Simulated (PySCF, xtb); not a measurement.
TiO2, SMILES [O]=[Ti]=[O], multiplicity 1.

GFN2-xTB run with xtb at its own geometry gives an orbital gap of 1.72 eV and a dipole moment of 8.42 D.

Geometry optimised at TPSSh-D3(BJ)/def2-TZVP. The multiplicity is an assumed one; other spin states were not compared. The isomer is the one that the SMILES or the coordinates give; other isomers of the formula were not compared.

### Question
What does B3LYP/def2-TZVPD (PySCF) give? (An estimate is asked for; the answer gives what the named calculation found.)

### Answer
gap 3.84 eV (levels -7.13 and -3.29 eV), dipole 6.75 D.
